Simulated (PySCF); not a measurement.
# ClMoN, triplet: computed properties

Level of theory: PySCF, UPBE0, basis Mo def2-TZVP with ECP28, N def2-TZVP, Cl def2-TZVP (scalar-relativistic core potentials, no spin–orbit coupling, density fitting).

The structure is a minimum.

```json
{
  "Point group": "Cs",
  "Bond lengths": "Mo–Cl 2.307 Å, Mo–N 1.613 Å",
  "Bond angles": "Cl–Mo–N 116.4°",
  "Heat capacity Cp at 298.15 K": "48.5 J/(mol K)",
  "Principal polarisabilities": "43.2, 48.9, 67.8 bohr³",
  "Rotational symmetry number": "1",
  "Entropy at 298.15 K and 1 bar (electronic part: spin only)": "299.8 J/(mol K)",
  "Dipole moment": "4.92 D",
  "Lowest empty level (α)": "-3.44 eV",
  "Enthalpy at 298.15 K above 0 K": "12.48 kJ/mol",
  "Zero-point energy": "10.1 kJ/mol",
  "Highest occupied level (α)": "-6.73 eV",
  "Rotational constants": "0.7614, 0.103, 0.09071 cm⁻¹",
  "Spin squared ⟨S²⟩": "2.059",
  "Principal quadrupole moments (Buckingham, traceless) about the centre of mass": "-10.14, 3.14, 7.01 D Å",
  "Atomisation energy without zero-point energy": "867 kJ/mol"
}
```

Harmonic modes (masses in u: Mo 97.905, N 14.003, Cl 34.969):
| symmetry | ω (cm⁻¹) | IR (km/mol) | μ (u) | type |
| --- | --- | --- | --- | --- |
| a' | 158 | 5.6 | 18.08 | bend |
| a' | 384 | 66.5 | 41.51 | stretch |
| a' | 1150 | 87.1 | 15.65 | stretch |

Charges (e):
| atom | Mulliken | Löwdin | polar tensor | spin (Mulliken) | Mayer order to Mo1 |
| --- | --- | --- | --- | --- | --- |
| Mo1 | 0.94 | 0.31 | 1.26 | 2.36 | – |
| N2 | -0.48 | -0.25 | -0.63 | -0.38 | 2.83 |
| Cl3 | -0.46 | -0.06 | -0.63 | 0.02 | 0.90 |

Mulliken populations on Mo1 (electrons outside its core potential): s 2.28, p 6.14, d 4.61, f 0.03.

Outer orbital energies (eV). α occupied: -10.59, -9.82, -9.70, -9.17, -9.15, -8.23, -6.78, -6.73; empty: -3.44, -1.76, -0.53, 0.32. β occupied: -21.79, -20.05, -10.40, -9.61, -9.48, -9.04, -8.80, -8.25; empty: -2.63, -2.15, -2.09, -0.89.

Formally Mo is in oxidation state +4, d2, with 2 unpaired electrons (the high-spin count). The Mulliken spin on Mo is 2.36. The polar-tensor charge on Mo, 1.26, is far below the formal one.

Only a few start shapes were tried, so a lower isomer may exist. With open d or f shells other occupations or spin states may lie lower.

The final relaxation and frequency run took 35 s on 4 threads of a shared Arm Neoverse V2 host, with 108 basis functions and 14 gradients; the process peaked at 1 GiB. Launch command: `OMP_NUM_THREADS=4 python axn.py task.json out`.
